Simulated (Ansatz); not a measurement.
Cartesian coordinates in Å:
```
F 0.849 0.478 -1.544
Ti 0.069 0.012 -0.070
Cl 0.141 -2.142 0.133
Cl 1.083 0.938 1.604
Br -2.143 0.713 -0.122
```

The species carries charge 0 and has multiplicity 1.

Problem. List the B3LYP/def2-TZVPP orbital energies in eV (Ansatz 0.2.0). (Estimate.)

Solution. Ansatz gave: Occupied: -13139.84, -4870.62, -2763.18, -2763.18, -1701.48, -1533.16, -1533.14, -1533.14, -672.46, -544.86, -455.39, -455.36, -455.36, -257.94, -257.94, -237.26, -196.90, -196.90, -196.85, -196.85, -196.85, -196.85, -178.04, -177.98, -177.97, -72.35, -72.33, -72.32, -72.27, -72.27, -67.66, -43.78, -43.43, -43.39, -32.13, -22.80, -22.63, -21.48, -13.43, -12.89, -12.87, -11.19, -10.99, -10.51, -10.29, -10.19, -10.09, -9.62, -9.08, -8.93. Lowest empty: -3.91, -3.88, -3.21, -3.10, -2.69, -0.24, 1.79, 1.92.

B3LYP here is the variant with VWN-RPA as its local correlation; programs differ in this.
